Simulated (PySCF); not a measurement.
**Working out the excitation energy of N⁺**

N⁺ [He] 2s2 2p2 (3P) → N⁺ [He] 2s1 2p2 3d1 (high-spin determinant). All numbers are calculated (PySCF 2.14, the non-relativistic Hamiltonian (point nucleus), in aug-cc-pwCVDZ (5s4p2d, 27 functions)). Frozen: nothing. Energies in hartree (1 hartree = 27.21139 eV):

| part | N⁺ (lower) | N⁺ (upper) |
| --- | --- | --- |
| UHF | -53.881662 | -52.695037 |
| CCSD correlation | -0.110146 | -0.055200 |
| (T) | -0.001081 | -0.003475 |

Problem. What does Hartree-Fock give?

Solution. (-52.695037) − (-53.881662) = 1.186625 hartree = 32.290 eV.

Problem. What do CCSD and CCSD(T) give?

Solution. The CCSD correlation energies differ by 0.054946 hartree = 1.495 eV and the triples by -0.002394 hartree = -0.065 eV, so CCSD gives 33.785 eV and CCSD(T) 33.720 eV.

One determinant mixes LS terms, so it does not stand for a single term.

The upper state lies above the first ionisation limit, but in LS coupling its spin forbids autoionisation to the ground ion. A Rydberg-like electron needs more diffuse functions than a valence basis has.

A double-zeta basis recovers only part of the correlation energy.

The coupled-cluster amplitudes are large, so a single reference is strained.
